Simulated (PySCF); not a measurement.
**Exercise with solution: dipole moment from atomic charges**

1-bromo-1-fluoropropa-1,2-diene (C₃H₂BrF), SMILES C=C=C(F)Br. Atoms are numbered in the order given.

```xyz
7

C     -0.8173     2.7734     0.0000
C     -0.1385     1.6562     0.0000
C      0.5179     0.5271     0.0000
F      1.8385     0.4339     0.0000
Br    -0.3341    -1.1477     0.0000
H     -1.1130     3.2621    -0.9361
H     -1.1130     3.2621     0.9361
```
Charge 0, spin multiplicity 1.

The structure is a stationary point at PBE0-D3(BJ)/def2-SVP.

Charges (e) from CAM-B3LYP/def2-TZVP (PySCF):

| atom | ESP fit | Mulliken |
|---|---|---|
| C1 | -0.486 | -0.240 |
| C2 | 0.097 | 0.051 |
| C3 | 0.052 | 0.043 |
| F4 | -0.090 | -0.160 |
| Br5 | -0.032 | -0.004 |
| H6 | 0.230 | 0.155 |
| H7 | 0.230 | 0.155 |

The dipole moment of the full density is 1.97 D.

Q: What dipole moment does each set of point charges give, and which comes closer to that of the density?

A: 
μ = Σ q r, and 1 e Å = 4.8032 D.
ESP fit: Σ q r = (-0.256, 0.338, 0.000) e Å, |μ| = 2.04 D.
Mulliken: Σ q r = (-0.426, 0.388, 0.000) e Å, |μ| = 2.77 D.
ESP fit comes closer in size. Point charges leave out the atoms' own dipoles (lone pairs, polarised bonds); fits to the potential absorb them, partitions of the density don't.
